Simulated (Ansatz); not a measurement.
A run for Ansatz (an electronic-structure program): R-B3LYP/def2-TZVPP on silylphosphine (SMILES [SiH3]P), a point of a torsion scan.

Ansatz 0.2 input:
```yaml
crystal:
  periodic: [false, false, false]
  atoms:
    - {symbol: Si, position_ang: [-0.82701510, 0.08833910, -0.03681340]}
    - {symbol: P, position_ang: [1.40397895, 0.15322082, -0.24585320]}
    - {symbol: H, position_ang: [-1.42774542, -0.90075305, -0.93344357]}
    - {symbol: H, position_ang: [-1.31375373, 1.42222903, -0.38587641]}
    - {symbol: H, position_ang: [-1.17954811, -0.23522875, 1.34542792]}
    - {symbol: H, position_ang: [1.49037568, -0.82538471, -1.21818271]}
    - {symbol: H, position_ang: [1.66436307, -0.75685454, 0.76211761]}
basis:
  gaussian:
    orbitals: def2-TZVPP
hamiltonian:
  xc: {name: B3LYP}
scf: {lower_state_search: off}
```

Output:

```
WARN ansatz: RAYON_NUM_THREADS=1 ignored (pool sized by the plan → 1); use --threads N
Functional definition: B3LYP
these checks for a lower state are left out or cut short: stability, starts, cluster_reference, orbital_swaps, neighbouring_geometries, increment
integrals: 0.06 GiB planned
883 factors; their error is unknown
mean field: 0.55 GiB planned
mean field evaluation 1: about -17248.6006 eV, gradient 1.6e1 eV
mean field evaluation 2: about -17249.1342 eV, gradient 1.1e1 eV
mean field evaluation 4: about -17249.4599 eV, gradient 4.4e-1 eV
mean field evaluation 8: about -17249.4694 eV, gradient 8.2e-3 eV
mean field -17249.46936264 eV, -633.9063069667 hartree, gradient 1.8e-6 eV, S^2 0.000000; 0 other end points of the search recorded, 0 dependent functions left out
reference -17249.46960789 eV, -633.9063159797 hartree; 17, 17 occupied and 137, 137 virtual orbitals, 883 factors
Total energy: -17249.46960789 eV, -633.9063159797 hartree
Checks for a lower state left out: stability, starts, cluster_reference, orbital_swaps, neighbouring_geometries, increment
```

The calculation finished and met its thresholds.

Cost: roughly 2.1 core-seconds.
